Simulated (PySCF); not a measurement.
Species: C₇H₁₁O (doublet state).
Geometry (GFN2-xTB, Å), atoms numbered from 1 in this order:
```xyz
19
C7H11O angstrom
C     -2.7236    0.7005    0.4583
C     -1.5654    0.2620    0.0991
C     -1.1201   -1.1883    0.1299
C      0.2324   -1.2112   -0.5755
C      0.8272    0.1907   -0.3405
C      1.5007    0.2887    1.0294
O      1.7261    0.5706   -1.3667
C     -0.4006    1.1045   -0.4224
H     -3.2659    1.6108    0.5400
H     -1.0254   -1.5137    1.1684
H     -1.8526   -1.8339   -0.3535
H      0.8823   -2.0052   -0.2066
H      0.0978   -1.3443   -1.6506
H      2.3066   -0.4398    1.1135
H      0.7788    0.1044    1.8196
H      1.9180    1.2847    1.1626
H      2.5276    0.0421   -1.2861
H     -0.2780    2.0263    0.1425
H     -0.5757    1.3604   -1.4689
```

The hyperfine couplings belong to this conformer and change with its torsions.

As a line formula: `[H]/[C]=C1/CC[C@@](C)(O)C1` [radical].

Computed with UKS B3LYP, pcH-1 on C H O, non-relativistic, mean-field spin-orbit, GIAO in PySCF. Isolated species at its GFN2-xTB geometry (one conformer only). The geometry wasn't refined by DFT: couplings that depend on bond lengths, twists or pyramidal angles can differ widely from those at the functional's own minimum. No stability test was run, so a lower SCF solution isn't excluded.

(1) Match the computed a_iso(13C) values +288.5, +68.2, +52.3, -14.0, +3.2, -1.2 MHz with the sites C1; C2; C3; C4; C5; C8.

## Answers

(1) 
| site | a_iso (MHz) | ρ(0) (bohr⁻³) | position | distance from C1 (Å) | spin population | largest \|T\| (MHz) |
| --- | --- | --- | --- | --- | --- | --- |
| C1 | +288.5 | +0.2566 | largest spin population | 0.00 | +1.05 | 139.7 |
| C2 | -14.0 | -0.0125 | 1 bond from C1 | 1.29 | -0.19 | 19.8 |
| C3 | +52.3 | +0.0465 | 2 bonds from C1 | 2.50 | +0.05 | 9.9 |
| C4 | -1.2 | -0.0011 | 3 bonds from C1 | 3.67 | 0.00 | 1.2 |
| C5 | +3.2 | +0.0028 | 3 bonds from C1 | 3.68 | +0.01 | 2.0 |
| C8 | +68.2 | +0.0607 | 2 bonds from C1 | 2.52 | +0.08 | 17.2 |

ρ(0) is the spin density at the nucleus and T the dipolar tensor; entries for several nuclei are means. Largest spin populations (Mulliken): C1 (+1.05), C2 (-0.19) and C8 (+0.08). C1 is the only atom above +0.15. The positive populations add up to 1.21 and the negative ones to -0.21, together 2S = 1.

Examples of negative spin density at the nucleus (bohr⁻³): C2 (-0.0125), H19 (-0.0035) and H10 (-0.0027).

Nuclei that the bonding pattern makes equivalent are averaged, as if the motion that swaps them (rotation, inversion, ring flip) were fast.

On an Arm Neoverse V2 with one thread, on a shared host, this took 1.9 min wall (grids of density and orbitals included) and 0.97 GiB of memory at its peak.
